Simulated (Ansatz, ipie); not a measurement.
BeO (SMILES [Be]=[O]), multiplicity 1, with the Be1–O2 bond stretched and the rest rigid; cc-pVDZ, all electrons correlated; total energies in hartree.
Geometry at rest (charge 0, multiplicity 1):
```xyz
2

Be     0.000     0.000    -0.884
O      0.000     0.000     0.442
```

Phaseless AFQMC takes the named determinant as trial and start, 200 walkers, a time step of 0.005 inverse hartree and 400 blocks of 25 steps, of which the first fifth is dropped; its bars are rough statistical errors and leave out the phaseless and time-step bias. At long bonds its restricted trial need not be the state that the restricted coupled-cluster runs follow.

Codes used: Ansatz (an electronic-structure program) with Gaussian orbitals; ipie for AFQMC. Each number belongs to the level named beside it.

| level | R = 1.33 Å | R = 1.72 Å | R = 2.12 Å | R = 2.65 Å | R = 3.45 Å |
|---|---|---|---|---|---|
| R-HF | -89.4107 | -89.3238 | -89.2696 | -89.2464 | -89.2388 |
| R-MP2 | -89.6562 | -89.5974 | -89.4704 | -89.4077 | -89.3877 |
| U-MP2 | -89.5996 | -89.6002 | -89.5387 | -89.4599 | -89.4526 |
| R-CCSD | -89.6509 | -89.5913 | -89.5206 | -89.4570 | -89.4394 |
| U-CCSD | -89.6133 | -89.6139 | -89.5542 | -89.5070 | -89.5043 |
| R-CCSD(T) | -89.6612 | -89.6111 | -89.5403 | -89.4691 | -89.4468 |
| R-CCSDT | -89.6622 | -89.6129 | -89.5384 | -89.4744 | -89.4499 |
| R-CCSDT(Q) | -89.6645 | -89.6188 | -89.5443 | -89.4773 | -89.4520 |
| AFQMC@RHF | - | -89.6049 ± 0.0038 | -89.5359 ± 0.0024 | -89.4827 ± 0.0020 | -89.4610 ± 0.0016 |
| AFQMC@UHF | -89.6780 ± 0.0030 | -89.6170 ± 0.0012 | -89.5566 ± 0.0020 | -89.5035 ± 0.0015 | -89.4937 ± 0.0011 |

AFQMC runs whose block means still drift are left out.

Doubts at one or more of the structures used: a spin-contaminated determinant (U-MP2/cc-pVDZ, U-CCSD/cc-pVDZ); T1 above 0.05 (R-CCSD/cc-pVDZ, R-CCSD(T)/cc-pVDZ, R-CCSDT/cc-pVDZ, R-CCSDT(Q)/cc-pVDZ); the program's own flag: large difference (U-CCSD/cc-pVDZ).
